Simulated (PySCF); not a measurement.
## Core-level binding energies of `C[N+]1(C)[BH2-][C@H](O)CC1`

C5H14BNO.
Geometry (PBE0-D3(BJ)/def2-SVP, Å), atoms numbered from 1 in this order:
```
atom  x, y, z in Å
C1    -1.6425   -1.0653   -0.2477
N2    -0.7116    0.0563   -0.0475
C3    -1.4763    1.2954    0.1454
B4     0.3036   -0.2663    1.2594
C5     1.7529   -0.2496    0.5433
O6     2.3145    1.0637    0.4783
C7     1.4343   -0.6553   -0.8905
C8     0.2106    0.1744   -1.2206
H9    -1.0737   -1.9805   -0.4482
H10   -2.2272   -1.2187    0.6676
H11   -2.3183   -0.8563   -1.0935
H12   -0.7804    2.1213    0.3332
H13   -2.0850    1.5167   -0.7471
H14   -2.1327    1.1850    1.0180
H15   -0.0390   -1.3559    1.6983
H16    0.1427    0.6358    2.0778
H17    2.4823   -0.9515    0.9905
H18    2.0632    1.4936    1.3013
H19    1.2176   -1.7349   -0.9443
H20    2.2558   -0.4411   -1.5932
H21    0.5196    1.2258   -1.2849
H22   -0.3189   -0.0995   -2.1474
```

Method used: PySCF, delta-SCF UKS SCAN, pcX-2 on the ionised atom, pcseg-1 elsewhere, spin-free X2C. These are vertical core ionisation energies against the vacuum level, from separate self-consistent calculations with and without the core hole.

Problem. What binding energy does each computed site have?

Solution. 
| atom(s) | environment | level | binding energy (eV) | above the level's lowest (eV) | count |
| --- | --- | --- | --- | --- | --- |
| O6 | alcohol oxygen | O 1s | 537.55 | 0.00 | 1 |
| N2 | nitrogen bonded to B and 3 C | N 1s | 406.60 | 0.00 | 1 |
| C3 | N-methyl carbon | C 1s | 292.02 | +1.68 | 1 |
| C1 | N-methyl carbon | C 1s | 292.01 | +1.67 | 1 |
| C8 | sp3 carbon bound to nitrogen | C 1s | 291.56 | +1.22 | 1 |
| C5 | carbinol carbon (C–OH) | C 1s | 290.41 | +0.07 | 1 |
| C7 | ring CH2 carbon | C 1s | 290.34 | 0.00 | 1 |
| B4 | four-coordinate boron | B 1s | 193.58 | 0.00 | 1 |

The listed C 1s values span 1.68 eV, from C7 (bonded to 2 C and 2 H) to C3 (bonded to N and 3 H). Summing the Pauling electronegativity differences to the bonded atoms, each weighted by its formal bond order, gives -0.70 for the lowest site and -0.56 for the highest; the largest sum, +0.03, belongs to C5, 1.61 eV below the top. The values 292.01 and 292.02 eV lie too close for their order to be trusted.

Problem. Which effective nuclear charge Zeff reproduces each element's mean 1s value in the hydrogen-like formula E = 13.606 eV × Zeff²?

Solution. B (Z = 5): mean 193.6 eV, Zeff = 3.77, Z − Zeff = 1.23; C (Z = 6): mean 291.3 eV, Zeff = 4.63, Z − Zeff = 1.37; N (Z = 7): mean 406.6 eV, Zeff = 5.47, Z − Zeff = 1.53; O (Z = 8): mean 537.6 eV, Zeff = 6.29, Z − Zeff = 1.71. Means run over the listed sites, weighted by atom count.

Problem. Express the binding energy of C 1s of C8 in atomic units and per mole.

Solution. 291.56 eV = 10.7146 Eh = 28131 kJ/mol.

The structure is a single PBE0-D3(BJ)/def2-SVP conformer in the gas phase; no vibrational or solvent corrections.
